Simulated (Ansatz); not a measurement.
Consider the atomization: `F[SiH](F)S[SiH2]Cl` → Cl• + 2 F• + 3 H• + S• + 2 Si•.

Program: Ansatz. Geometries: PBE0-D4/def2-TZVP. ΔE: electronic, gas phase. CBS: MP2 limit from def2 TZ/QZ plus the TZ coupled-cluster correction, frozen cores. This one scheme is used for every species, atoms too. Functionals use def2-TZVPP. B3LYP here is the variant with VWN-RPA as its local correlation; programs differ in this. HSE06 is defined as in plane-wave codes. Open shells (•) are unrestricted, without spin–orbit coupling. Spin–orbit coupling would lower the free atoms: a little for Cl, F, S, Si. One conformer a species, not always the lowest.

`F[SiH](F)S[SiH2]Cl`:

Z-matrix (Å, degrees):
```
Si
F 1 1.584
S 1 2.106 2 111.2
F 1 1.584 2 105.8 3 -120.4
H 1 1.470 2 109.0 3 121.3
Si 3 2.140 1 98.7 2 -70.8
Cl 6 2.043 3 111.5 1 -91.4
H 6 1.476 3 106.0 1 151.0
H 6 1.477 3 110.1 1 29.0
```

| level | ΔE (eV) | difference from CCSD(T)/CBS |
| --- | --- | --- |
| LDA (SPW92) | 37.76 | 4.24 |
| PBE-D4 | 33.47 | -0.05 |
| revPBE-D4 | 32.66 | -0.86 |
| r2SCAN-D4 | 33.50 | -0.02 |
| PBE0-D4 | 32.97 | -0.55 |
| B3LYP-D4 | 32.95 | -0.57 |
| r2SCANh-D4 | 33.25 | -0.27 |
| r2SCAN0-D4 | 32.88 | -0.64 |
| BHLYP-D4 | 32.21 | -1.31 |
| CAM-B3LYP-D4 | 33.20 | -0.32 |
| PBE | 33.16 | -0.36 |
| revPBE | 31.86 | -1.66 |
| HSE06 | 32.73 | -0.79 |
| CAM-B3LYP | 32.92 | -0.60 |
| CCSD/def2-TZVPP | 31.81 | -1.71 |
| HF/CBS(def2) | 25.00 | -8.52 |
| CCSD(T)/CBS | 33.52 | 0 |

Largest T1 diagnostic among the species: 0.012.

In def2-TZVPP, CCSD(T) changes the Hartree–Fock value by +7.48 eV (the triples alone add +0.54 eV) and MP2 by +8.51 eV; breaking electron pairs costs correlation energy, which Hartree–Fock lacks. From r2SCAN to r2SCAN0 (25 % exact exchange), in def2-TZVPP and without D4, ΔE moves by −0.63 eV: exact exchange takes away binding that semilocal exchange gives to molecules.

For atomizations the MP2-based limit and the directly extrapolated one differ by several kJ/mol either way, and by 10 to 25 for some Ge, Se and Sn compounds, so smaller differences from it don't rank the levels.
